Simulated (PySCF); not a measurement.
Sn(Cl)(NMe2) (C₂H₆ClNSn), SMILES [N]([Sn][Cl])(C)C (connectivity only; charge and spin as stated), neutral, multiplicity 1.

Geometry: B3LYP-D3(BJ)/def2-SVP. The def2 effective core potentials stand for the cores of Sn; spin–orbit coupling is left out. One conformer was computed; it need not be the lowest.

Level of theory: PBE/def2-TZVP in PySCF.

Symmetry labels are those of the subgroup Cs that the program uses (full group Cs).

Computed valence orbital energies around the gap with their symmetry:
```tsv
orbital	symmetry	energy (eV)
HOMO−7	A'	-10.28
HOMO−6	A"	-9.52
HOMO−5	A'	-9.12
HOMO−4	A'	-7.99
HOMO−3	A"	-7.19
HOMO−2	A'	-7.04
HOMO−1	A'	-6.42
HOMO	A"	-5.44
LUMO	A"	-2.80
LUMO+1	A'	-1.30
LUMO+2	A'	-0.35
LUMO+3	A'	0.53
```
